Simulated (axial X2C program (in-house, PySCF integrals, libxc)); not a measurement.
# Correcting the dissociation energy of VSi⁺ for spin–orbit coupling

A spin-free PBE0 curve (one-electron X2C) was computed with an in-house all-electron X2C program for linear molecules (integrals from PySCF), basis V dyall-cv3z [10s10p6d4f2g], Si dyall-v3z [8s7p2d1f] (cores contracted in-house), for the state M_S = 3, Λ = 0 (beyond evenly filled blocks: 2 × σα, π+α, π-α, δ+α, δ-α). It gives D0 = 2.092 eV to V+ + Si, which in a spin-free picture are the weighted means of the ground terms.

Measured levels of the ground terms (NIST Handbook of Basic Atomic Spectroscopic Data), in cm⁻¹: V+ 5D: J = 0 at 0, J = 1 at 36, J = 2 at 106.6, J = 3 at 208.9, J = 4 at 339.2; Si 3P: J = 0 at 0, J = 1 at 77.1, J = 2 at 223.2.

The molecular state has Λ = 0, so it has no first-order lowering.

Q: How far does each ground level lie under the (2J+1)-weighted mean of its term?

A: V+: (1 × 0 + 3 × 36 + 5 × 106.6 + 7 × 208.9 + 9 × 339.2)/25 = 206 cm⁻¹; Si: (1 × 0 + 3 × 77.1 + 5 × 223.2)/9 = 150 cm⁻¹.

Q: Correct D0.

A: D0 = 2.092 + (0 − 356)/8065.5 = 2.048 eV at PBE0 with these spin–orbit terms.

Second-order spin–orbit effects in the molecule, which grow quickly with Z, are left out. Occupations by symmetry block were frozen at the best pattern of an incomplete PBE0 search. De is counted from the lowest determinant-based energies of the atoms at the same level, without counterpoise correction. Other states lie close and PBE0, whose exact exchange favours high spin, may order them wrongly; the determinant shown need not be the ground state. The nearest other spin-free determinant of the search, M_S = 2, Λ = 0, lies 0.37 eV up at the distance of the search.
